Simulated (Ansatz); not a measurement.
Frontier orbitals of C2H9FSi2 (`F[SiH2]CC[SiH3]`).

```xyz
14

F     0.1346   -1.3768   -2.2876
Si    0.3782    0.1564   -1.8787
C     1.1025    0.2138   -0.1629
C     0.3369   -0.5618    0.9171
Si   -1.3539    0.1225    1.3776
H     1.3250    0.7414   -2.8617
H    -0.9321    0.8475   -1.9689
H     1.1960    1.2730    0.1101
H     2.1302   -0.1615   -0.2402
H     0.2073   -1.6068    0.6159
H     0.9249   -0.5900    1.8414
H    -1.2416    1.5705    1.7070
H    -1.8789   -0.6016    2.5657
H    -2.3292   -0.0265    0.2652
```

Charge 0, multiplicity 1. All single points use the PBE0-D4/def2-TZVP geometry. It is one conformer, not always the lowest. Basis def2-TZVPP, Ansatz.

```csv
functional,HOMO (eV),LUMO (eV),gap (eV)
PBE,-7.19,-0.67,6.52
PBE0,-8.48,0.19,8.67
B3LYP,-8.29,-0.05,8.24
HSE06 (plane-wave form),-8.08,-0.19,7.89
LC-ωPBE,-11.19,2.33,13.52
ωB97M-V,-10.71,1.80,12.51
HF,-11.62,3.09,14.71
```

Against PBE, PBE0 changes HOMO and LUMO by −1.29 and +0.86 eV, ωB97M-V by −3.51 and +2.47 eV. A gap of 6.52 eV thus becomes 12.51 eV for the same molecule, so an orbital gap means little without its functional. A positive LUMO is unbound and depends on the basis.

B3LYP here is the variant with VWN-RPA as its local correlation; programs differ in this. LC-ωPBE has ω = 0.4 bohr⁻¹.
